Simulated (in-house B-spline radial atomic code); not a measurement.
O⁺. Computed with a B-spline radial atomic code. Model: all-electron spherical atom, spin shells full or empty, radial basis limit, no spin-orbit coupling, Breit or QED, empty-state partial waves extrapolated as (l+1/2)^-4, RPA, G0W0 and static COHSEX of the highest shell as one setting changes (uncorrelated shells keep exact exchange).

Empty levels are discrete states of a finite basis, so the steps are uneven.

Given: element O; charge 1; filled core He; hamiltonian non-relativistic; mean-field start PBE; highest l of empty states 9; lowest nl shells left uncorrelated 0; highest mean-field shell 2p up; box radius 23.78 bohr.

Shell: 2s 1 1, 2p 3 0 (electrons up and down).

```tsv
highest empty level kept (hartree)	RPA correlation energy (hartree)	G0W0 level (eV)	G0W0 minus most complete (meV)	COHSEX level (eV)	linearised minus solved G0W0 (meV)
1.33	-0.09226	-33.298	1134.3	-34.26	-111.1
2.67	-0.13404	-33.49	942.7	-35.088	-111.1
4.67	-0.1711	-33.723	709.4	-35.94	-116.9
8	?	?	?	?	?
13.33	?	?	?	?	?
24	-0.25741	-34.288	144.4	-37.825	-137.2
40	-0.27946	-34.359	73.8	-38.02	-140.1
80	-0.31193	-34.407	25.8	-38.15	-142.1
160	-0.33141	-34.425	7.8	-38.197	-142.8
333.33	-0.34145	-34.43	2	-38.212	-143.1
800	-0.34745	-34.432	0.3	-38.216	-143.1
2666.7	-0.34883	-34.432	0	-38.217	-143.1
```

Q: What follows for highest empty level kept = 8?

A: RPA correlation energy -0.20083 hartree; G0W0 level -33.923 eV; G0W0 minus most complete 509.7 meV; COHSEX level -36.622 eV; linearised minus solved G0W0 -123.4 meV.

Q: What follows for highest empty level kept = 13.33?

A: RPA correlation energy -0.23496 hartree; G0W0 level -34.172 eV; G0W0 minus most complete 259.9 meV; COHSEX level -37.487 eV; linearised minus solved G0W0 -132.6 meV.
